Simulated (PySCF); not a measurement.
BrH4NSn, SMILES [NH2][SnH2][Br].

Coordinates come from a B3LYP-D3(BJ)/def2-SVP optimisation. The structure was generated by enumeration; whether it is a known compound was not checked. The def2 effective core potentials stand for the cores of Sn; spin–orbit coupling is left out. One conformer was computed; it need not be the lowest.

Level of theory: ωB97X/def2-TZVPD (PySCF).

Symmetry labels are those of the subgroup Cs that the program uses (full group Cs).

Computed valence orbital energies around the gap with their symmetry:
| orbital | symmetry | energy (eV) |
|---|---|---|
| HOMO−7 | A' | -17.45 |
| HOMO−6 | A" | -16.24 |
| HOMO−5 | A' | -13.21 |
| HOMO−4 | A" | -12.43 |
| HOMO−3 | A' | -11.88 |
| HOMO−2 | A' | -10.44 |
| HOMO−1 | A" | -10.36 |
| HOMO | A' | -10.03 |
| LUMO | A' | 0.83 |
| LUMO+1 | A' | 1.22 |
| LUMO+2 | A' | 1.54 |
| LUMO+3 | A' | 1.95 |
